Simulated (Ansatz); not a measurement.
The same path of Cl₂FHSi (5 atoms, charge 0, multiplicity 1) was run twice with different band settings. Lost on the way: Si1–Cl2, Si1–H3. Made: Cl2–H3.

Computed with RKS PBE-D4/def2-SVP in Ansatz 0.2.0.

Relaxed end points:

```xyz
5
Properties=species:S:1:pos:R:3
Si 0.303 -0.029 0.091
Cl 0.635 -0.037 2.116
H 1.593 0.000 -0.650
F -0.557 1.299 -0.276
Cl -0.799 -1.675 -0.450
```

```xyz
5
Properties=species:S:1:pos:R:3
Si -0.264 -0.026 -0.936
Cl 1.480 -0.120 1.547
H 2.524 0.167 0.827
F -1.145 1.223 -0.312
Cl -1.420 -1.684 -0.293
```

Common settings: movable images 9; climbing image yes; spring 5.0 eV/Å²; optimiser quadratic models (default); force threshold 0.05 eV/Å; iteration limit 60; end points relaxed.

| run | start path |
| --- | --- |
| 1 | through a guess of the saddle point |
| 2 | straight line |

Question: What does each run give, and how far can it be trusted?

Answer: Run 1: converged after 13 iterations, highest image 2.623 eV above the first end. A vibrational analysis at the climbing image gives one clearly imaginary mode, 769i cm⁻¹: a first-order saddle point.
Run 2: converged after 10 iterations, highest image 2.622 eV above the first end. Another band between the same ends (9 images) ends at a top of the same energy, where a vibrational analysis finds 1 clearly imaginary mode.
The orbitals stay closed-shell, which can raise the energy where a bond breaks towards radicals; this wasn't checked here.
